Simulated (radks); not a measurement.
Question: Bi80+, 3 electrons, occupied as [He] 2s1. All-electron calculation, non-relativistic Kohn-Sham, LDA (Slater exchange, Perdew-Wang correlation), spin-unpolarised, spherical densities, point nucleus; relativity is left out, which matters for an element this heavy; without spin polarisation the odd electron is poorly described. Program: a radial shooting solver on a logarithmic mesh with Libxc functionals. Some entries of the table are withheld. Estimate them.

orbital  occ.  eigenvalue (hartree)  <r> (bohr)  <r^2> (bohr^2)
1s          2             -3354.259     0.01818       0.0004410
2s          1             -822.0711     0.07342        0.006289
2p          0             -816.4140     0.06151             (1)
3s          0                   (2)      0.1660         0.03131

Answer: 
(1) 2p <r^2> (bohr^2): 0.004543
(2) 3s eigenvalue (hartree): -361.8762
